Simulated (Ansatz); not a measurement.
Two isomers of C2H4BN: A = `CC1=NB1`, B = `BC#CN`.

Computed with Ansatz on PBE0-D4/def2-TZVP structures; ΔE is electronic, products minus reactants. CBS: MP2 limit from def2 TZ/QZ plus the TZ coupled-cluster correction, frozen cores. Functionals use def2-TZVPP. B3LYP here is the variant with VWN-RPA as its local correlation; programs differ in this. One conformer a species, not always the lowest.

(1) Which is lower in electronic energy at CCSD(T)/CBS, and by how much? (An estimate is asked.)

(2) Give E(B) − E(A) in kJ/mol with B3LYP, CCSD/def2-TZVPP, ωB97M-V, B2PLYP, B3LYP-D4, HF/def2-TZVPP, BLYP-D4. (An estimate is asked.)

(3) Does the order hold for the free energy at 298.15 K (harmonic terms from PBE0-D4)? (Best estimate.)

Largest T1 diagnostic: 0.015.

Results:

(1) Ansatz gave: A, by 82.2 kJ/mol.

(2) Computed: B3LYP 61.0, CCSD/def2-TZVPP 85.1, ωB97M-V 87.1, B2PLYP 69.6, B3LYP-D4 62.7, HF/def2-TZVPP 82.1, BLYP-D4 51.7. None reverses the order clearly.

(3) Computed: Yes: G(B) − G(A) = +77.3 kJ/mol, for one conformer each.

At CCSD(T), def2-SVP lies +16.0 kJ/mol from the extrapolated value and def2-TZVPP +1.9 kJ/mol. From PBE to PBE0 (25 % exact exchange), in def2-TZVPP and without D4, E(B) − E(A) moves by +13.2 kJ/mol.
